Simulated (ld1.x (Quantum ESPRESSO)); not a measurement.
Transferability test, TM potential for C

```
Element                 : C
Generator               : ld1.x (Quantum ESPRESSO) 7.5
Type                    : norm-conserving Troullier–Martins (Kleinman–Bylander form)
Functional              : Wu–Cohen
Relativity              : non-relativistic
Frozen core             : [He]
Valence charge          : 4
Reference configuration : 2s2 2p2
Partial waves           : 2s (bound): rc 0.80 bohr; 2p (bound): rc 1.80 bohr
Local potential         : the p channel
Core correction         : Bessel-smoothed model core inside 0.80 bohr
```

Energies are relative to the spin-unpolarised reference configuration 2s2 2p2; without spin polarisation the order of configurations can differ from experiment.

```
valence configuration  charge  ΔE all-electron (eV)  error AE − PS (meV)
              2s2 2p1      +1                10.819                 +9.8
              2s2 2p0      +2                34.895                 +151
              2s1 2p0      +3                82.919                 +335
              2s1 2p2      +1                19.520                  -22
            2s2 2p2.3    -0.3                -1.145                 -0.2
            2s2 2p1.5    +0.5                 3.943                 +0.6
```

Question: What are ΔE and the potential's error for 2s0 2p4?

Answer: ΔE = 16.852 eV all-electron; the error (AE − PS) is +11 meV.
